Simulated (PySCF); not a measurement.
IRb (SMILES [Rb][I]), singlet, geometry from GFN2-xTB (such geometries of metal compounds can be far from the true shape) (all electrons, no relativity); PySCF with CAMB3LYP/3-21G.

Input for PySCF:
```python
from pyscf import gto, scf, dft

mol = gto.Mole()
mol.atom = '''
    Rb   -0.000000   -0.000000   -1.915349
    I     0.000000    0.000000    1.337130
'''
mol.basis = '3-21g'
mol.charge = 0
mol.spin = 0
mol.verbose = 4
mol.build()

mf = dft.RKS(mol)
mf.xc = 'camb3lyp'
mf.kernel()
mf.analyze()
```

### Question
Write the output that PySCF gives for this input, abridged.

### Answer

```
PySCF version 2.14.0

[INPUT] verbose = 4
[INPUT] num. atoms = 2
[INPUT] num. electrons = 90
[INPUT] charge = 0
[INPUT] spin (= nelec alpha-beta = 2S) = 0
[INPUT] symmetry False subgroup None
[INPUT] Mole.unit = angstrom
[INPUT] Symbol           X                Y                Z      unit          X                Y                Z       unit  Magmom
[INPUT]  1 Rb     0.000000000000   0.000000000000  -1.915349000000 AA    0.000000000000   0.000000000000  -3.619485042960 Bohr   0.0
[INPUT]  2 I      0.000000000000   0.000000000000   1.337130000000 AA    0.000000000000   0.000000000000   2.526809492940 Bohr   0.0

nuclear repulsion = 319.054023289349
number of shells = 25
number of NR pGTOs = 147
number of NR cGTOs = 57
basis = 3-21g
ecp = {}

******** <class 'pyscf.dft.rks.RKS'> ********
method = RKS
initial guess = minao
damping factor = 0
level_shift factor = 0
DIIS = <class 'pyscf.scf.diis.CDIIS'>
diis_start_cycle = 1
diis_space = 8
diis_damp = 0
SCF conv_tol = 1e-09
SCF conv_tol_grad = None
SCF max_cycles = 50
direct_scf = True
direct_scf_tol = 1e-13
XC library pyscf.dft.libxc version 7.1.2
    S. Lehtola, C. Steigemann, M. J. T. Oliveira, and M. A. L. Marques,  SoftwareX 7, 1–5 (2018)
XC functionals = camb3lyp
    T. Yanai, D. P. Tew, and N. C. Handy,  Chem. Phys. Lett. 393, 51 (2004)
radial grids:
    Treutler-Ahlrichs [JCP 102, 346 (1995); DOI:10.1063/1.469408] (M4) radial grids

becke partition: Becke, JCP 88, 2547 (1988); DOI:10.1063/1.454033
pruning grids: <function nwchem_prune>
grids dens level: 3
symmetrized grids: False
atomic radii adjust function: <function treutler_atomic_radii_adjust>
small_rho_cutoff = 0
Set gradient conv threshold to 3.16228e-05
Initial guess from minao.
tot grids = 43872
init E= -9796.06421356097
  HOMO = -0.379353558659165  LUMO = -0.0979712903388428  gap/eV = 7.65680
cycle= 1 E= -9816.90147745749  delta_E= -20.8  |g|= 0.296  |ddm|= 1.19
  HOMO = -0.152405113434445  LUMO = -0.0486707109218069  gap/eV = 2.82276
cycle= 2 E= -9816.92929350821  delta_E= -0.0278  |g|= 0.164  |ddm|= 1.31
  HOMO = -0.221532592984383  LUMO = -0.0485578525006177  gap/eV = 4.70688
cycle= 3 E= -9816.94030218369  delta_E= -0.011  |g|= 0.00417  |ddm|= 0.439
  HOMO = -0.220754781215048  LUMO = -0.0486453418001157  gap/eV = 4.68334
cycle= 4 E= -9816.9403216327  delta_E= -1.94e-05  |g|= 0.000989  |ddm|= 0.0257
  HOMO = -0.22136864690638  LUMO = -0.0484752671153775  gap/eV = 4.70467
cycle= 5 E= -9816.94032239196  delta_E= -7.59e-07  |g|= 7.03e-05  |ddm|= 0.00464
  HOMO = -0.221375434944693  LUMO = -0.0484598395326216  gap/eV = 4.70527
cycle= 6 E= -9816.94032240327  delta_E= -1.13e-08  |g|= 1.25e-05  |ddm|= 0.000566
  HOMO = -0.221374404739799  LUMO = -0.0484581520817352  gap/eV = 4.70529
cycle= 7 E= -9816.94032240366  delta_E= -3.89e-10  |g|= 1.03e-06  |ddm|= 0.000142
  HOMO = -0.221374179557774  LUMO = -0.0484580685285225  gap/eV = 4.70529
Extra cycle  E= -9816.94032240369  delta_E= -2.36e-11  |g|= 2.93e-07  |ddm|= 8.37e-06
converged SCF energy = -9816.94032240369
**** SCF Summaries ****
Total Energy =                       -9816.940322403686878
Nuclear Repulsion Energy =             319.054023289349459
One-electron Energy =               -14187.281160976042884
Two-electron Energy =                 4051.286815283006490
Two-electron Coulomb Energy =         4327.904235450482702
DFT Exchange-Correlation Energy =     -276.617420167476098
HOMO-LUMO gap [eV] =                     4.705287046294142
**** MO energy ****
MO #1   energy= -1158.65494713465  occ= 2
MO #2   energy= -540.35666381901   occ= 2
MO #3   energy= -175.448203614384  occ= 2
MO #4   energy= -164.219551176684  occ= 2
MO #5   energy= -164.2191871879    occ= 2
MO #6   energy= -164.2191871879    occ= 2
MO #7   energy= -71.876092947781   occ= 2
MO #8   energy= -65.0282541887648  occ= 2
MO #9   energy= -65.0282541887645  occ= 2
MO #10  energy= -65.0281190063082  occ= 2
MO #11  energy= -35.6538751400645  occ= 2
MO #12  energy= -30.8175755200749  occ= 2
MO #13  energy= -30.8167047246659  occ= 2
MO #14  energy= -30.8167047246659  occ= 2
MO #15  energy= -22.7484589477031  occ= 2
MO #16  energy= -22.7482653269786  occ= 2
MO #17  energy= -22.7482653269786  occ= 2
MO #18  energy= -22.7477006422099  occ= 2
MO #19  energy= -22.747700258594   occ= 2
MO #20  energy= -10.9123140108094  occ= 2
MO #21  energy= -8.45055654374805  occ= 2
MO #22  energy= -8.450556543748    occ= 2
MO #23  energy= -8.44976094698138  occ= 2
MO #24  energy= -6.308039818175    occ= 2
MO #25  energy= -4.61067901503236  occ= 2
MO #26  energy= -4.60747664903862  occ= 2
MO #27  energy= -4.60747664903858  occ= 2
MO #28  energy= -4.07400145856137  occ= 2
MO #29  energy= -4.07400108242679  occ= 2
MO #30  energy= -4.0734159764561   occ= 2
MO #31  energy= -4.07341597645608  occ= 2
MO #32  energy= -4.07328274126704  occ= 2
MO #33  energy= -1.98839845204587  occ= 2
MO #34  energy= -1.98731104011841  occ= 2
MO #35  energy= -1.98731104011833  occ= 2
MO #36  energy= -1.98449840143717  occ= 2
MO #37  energy= -1.98448289122862  occ= 2
MO #38  energy= -1.33572566114781  occ= 2
MO #39  energy= -0.737892020963556 occ= 2
MO #40  energy= -0.737892020963511 occ= 2
MO #41  energy= -0.737707715444925 occ= 2
MO #42  energy= -0.597980357520394 occ= 2
MO #43  energy= -0.231850450641396 occ= 2
MO #44  energy= -0.221374179557783 occ= 2
MO #45  energy= -0.221374179557774 occ= 2
MO #46  energy= -0.0484580685285225 occ= 0
MO #47  energy= 0.00426438752285113 occ= 0
MO #48  energy= 0.00426438752286288 occ= 0
MO #49  energy= 0.0218704038829884 occ= 0
MO #50  energy= 0.0426747100216246 occ= 0
MO #51  energy= 0.0634842045765168 occ= 0
MO #52  energy= 0.0634842045765652 occ= 0
MO #53  energy= 0.0981458021430776 occ= 0
 ** Mulliken pop on meta-lowdin orthogonal AOs  **
 ** Mulliken pop  **
 ** Mulliken atomic charges  **
charge of    0Rb =      0.80192
charge of    1I =     -0.80192
Dipole moment(X, Y, Z, Debye): -0.00000, -0.00000, -13.23657
```
